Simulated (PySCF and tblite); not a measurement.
The numbers below are computed, except where a source is named.
C₈H₁₁F, numbered as in [F:1][C:2]1=[CH:3][CH2:4][CH2:5][C:6]12[CH2:7][CH2:8][CH2:9]2.

The ensemble was built from 60 distance-geometry starts (ETKDG and KDG, MMFF94s, GFN2-xTB) and rests on GFN2-xTB geometries. Energies: B3LYP-D3(BJ)/def2-SVP (IEF-PCM, acetone), with GFN2-xTB thermal terms (modes under about 100 cm⁻¹ blended into free rotors). Symmetry numbers and mirror images are counted. Conformers within 3 kcal/mol (GFN2-xTB free energy) were kept, 4 at most. GIAO shieldings: wB97X-D/pcSseg-1 (IEF-PCM, acetone). Shifts are against TMS (¹H), TMS (¹³C) at the same level; of two unlike H on one atom, a is the less shielded. Programs: PySCF with density fitting and tblite.

(1) List the conformer-averaged shifts at 298.15 K.

(2) How do the conformers differ?

GFN2-xTB leaves a saturated small ring flat here that puckers in reality. Shifts are unscaled: against experiment ¹³C can be off by 15 ppm or more and ¹H by 0.8 ppm.

Answers

(1) ¹H: 5.14 (H3, 1H), 2.35 (H7a/H9a, 2H), 2.34 (H4, 2H), 2.16 (H5, 2H), 2.02 (H7b/H9b, 2H), 1.86 (H8a, 1H), 1.82 (H8b, 1H) ppm. ¹³C: 178.8 (C2), 109.8 (C3), 47.5 (C6), 42.0 (C5), 32.6 (C7/C9), 28.2 (C4), 14.9 (C8) ppm.

(2) The 4-ring runs over atoms 6–7–8–9. The 5-ring runs over atoms 2–3–4–5–6. Of a mirror pair one member is shown.
```
conformer                                                                                                    shape  weight %
        1  4-ring puckered (ring torsions 10, -10, 10, -10°); 5-ring envelope (ring torsions 10, -17, 17, -11, 1°)      51.2
        2  4-ring puckered (ring torsions -10, 10, -10, 10°); 5-ring envelope (ring torsions 10, -17, 16, -11, 0°)      48.8
```

| signal | 1 | 2 | average |
| --- | --- | --- | --- |
| H3 | 5.14 | 5.14 | 5.14 |
| H4 | 2.37 | 2.32 | 2.34 |
| H5 | 2.24 | 2.09 | 2.16 |
| H7a/H9a | 2.45 | 2.24 | 2.35 |
| H7b/H9b | 1.87 | 2.18 | 2.02 |
| H8a | 1.93 | 1.78 | 1.86 |
| H8b | 1.73 | 1.92 | 1.82 |
| C2 | 178.0 | 179.7 | 178.8 |
| C3 | 110.0 | 109.6 | 109.8 |
| C4 | 28.2 | 28.3 | 28.2 |
| C5 | 41.9 | 42.0 | 42.0 |
| C6 | 47.3 | 47.8 | 47.5 |
| C7/C9 | 32.0 | 33.1 | 32.6 |
| C8 | 14.6 | 15.3 | 14.9 |
